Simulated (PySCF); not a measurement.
A series of substituents X on one scaffold: SiH2Cl-X. Gas-phase values, no solvent. One relaxed conformer stands for each flexible species; it need not be the lowest. Strings in code marks are SMILES.

Level of theory: PySCF 2.14.0 with B3LYP-D3(BJ)/def2-TZVP // PBE0-D4/def2-TZVP. All candidates: neutral, multiplicity 1. B3LYP has the VWN-RPA correlation part, as in Gaussian. 

```
Property          Value
-------------  --------
HOMO–LUMO gap   7.00 eV
LUMO           -1.12 eV
HOMO           -8.12 eV
```

**Question.** Say which member has these values.
A. `CS[SiH2]Cl` (C–S–Si–Cl torsion 64°)
B. `[AlH2][SiH2]Cl`
C. `Cl[SiH2]Br`
D. `C=C[SiH2]Cl` (C–C–Si–Cl torsion 119°)

**Answer.** D, `C=C[SiH2]Cl` (C–C–Si–Cl torsion 119°). The others give `[AlH2][SiH2]Cl`: 4.86 eV, -2.51 eV, -7.37 eV; `Cl[SiH2]Br`: 7.90 eV, -0.55 eV, -8.45 eV; `CS[SiH2]Cl` (C–S–Si–Cl torsion 64°): 6.78 eV, -0.30 eV, -7.07 eV
